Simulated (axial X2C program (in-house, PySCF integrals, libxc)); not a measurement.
**Excited states of BaCl⁺ by EOM-EE-CCSD**

Calculated with an axial X2C code built on PySCF integrals: two-component X2C with atomic mean-field Coulomb and Gaunt terms, Gaussian nuclei, basis Ba dyall-acv3z, Cl dyall-av3z with contracted cores.

R = 2.582 Å (near the PBE0 minimum at charge 1 of the determinant lowest at the starting distance; the state shown can have its own minimum elsewhere).

Hartree–Fock spinors of BaCl⁺ (one of each Kramers pair; a window near the gap, which can cut inner shells):

| ω | occupied | ε (eV) | character |
| --- | --- | --- | --- |
| 1/2 | yes | -30.46 | 84% Ba p, 12% Cl s |
| 3/2 | yes | -28.64 | 98% Ba p |
| 1/2 | yes | -28.04 | 76% Ba p, 15% Cl s, 4% Cl p |
| 1/2 | yes | -15.45 | 81% Cl p, 10% Ba d, 4% Ba p |
| 1/2 | yes | -15.27 | 87% Cl p, 7% Ba d, 4% Ba f |
| 3/2 | yes | -15.19 | 88% Cl p, 7% Ba d, 4% Ba f |
| 1/2 | no | -4.39 | 76% Ba s, 14% Ba p, 4% Ba d |
| 1/2 | no | -3.13 | 63% Ba p, 34% Ba d |
| 3/2 | no | -3.07 | 63% Ba p, 34% Ba d |
| 1/2 | no | -2.93 | 48% Ba d, 45% Ba p, 2% Cl p |
| 3/2 | no | -2.90 | 98% Ba d |
| 5/2 | no | -2.88 | 98% Ba d |

Vertical excitation energies from the closed-shell determinant state of BaCl⁺:

```csv
Ω,excitation (eV),cm⁻¹,hole of the leading pair,particle of the leading pair,weight of the pair (for Ω = 0 its time-reversed partner can hold as much again),singles weight
2,5.515,44481,"88% Cl pπ, 7% Ba dπ","71% Ba sσ, 16% Ba dσ",0.93,0.93
1,5.531,44610,"88% Cl pπ, 7% Ba dπ","71% Ba sσ, 16% Ba dσ",0.81,0.93
0⁻,5.567,44902,"52% Cl pπ, 33% Cl pσ","70% Ba sσ, 16% Ba dσ",0.46,0.93
0⁺,5.580,45004,"74% Cl pπ, 12% Cl pσ","71% Ba sσ, 16% Ba dσ",0.46,0.93
1,5.586,45057,"57% Cl pσ, 26% Cl pπ, 7% Ba dσ","70% Ba sσ, 17% Ba dσ",0.85,0.93
0⁻,5.632,45426,"48% Cl pσ, 35% Cl pπ, 6% Ba dσ","70% Ba sσ, 17% Ba dσ",0.46,0.93
1,5.648,45551,"57% Cl pπ, 29% Cl pσ","70% Ba sσ, 17% Ba dσ",0.90,0.93
0⁺,5.671,45741,"69% Cl pσ, 13% Cl pπ, 9% Ba dσ","70% Ba sσ, 17% Ba dσ",0.46,0.93
1,6.472,52203,"88% Cl pπ, 7% Ba dπ","79% Ba dπ, 10% Cl dπ",0.58,0.93
3,6.534,52703,"87% Cl pπ, 7% Ba dπ","87% Ba dδ, 9% Ba dπ",0.80,0.93
```

This point took 2.3 min on 1 thread of Intel(R) Xeon(R) Platinum 8259CL CPU @ 2.50GHz (Skylake/Cascade Lake), on a shared host.

Reference electrons by ω block (each with its −ω partner): 1/2: 24, 3/2: 10, 5/2: 2. 16 electrons of BaCl⁺ correlated (inner shells frozen), 88 natural virtual spinors (a truncated set); levels can be off by some tenths of an eV. Roots sought by Ω: (0: 5, 1: 4, 2: 3, 3: 1); rows need 60 % singles weight and stop where some Ω has no more roots. Missing are any skipped roots, higher Ω and states of a further excitation; these come out far too high here and may in truth be low or lowest. T1 of the reference 0.011 (Lee–Taylor). Some roots did not converge and are left out. Number of frozen shells: Ba 4 s, 3 p, 2 d; Cl 2 s, 1 p.
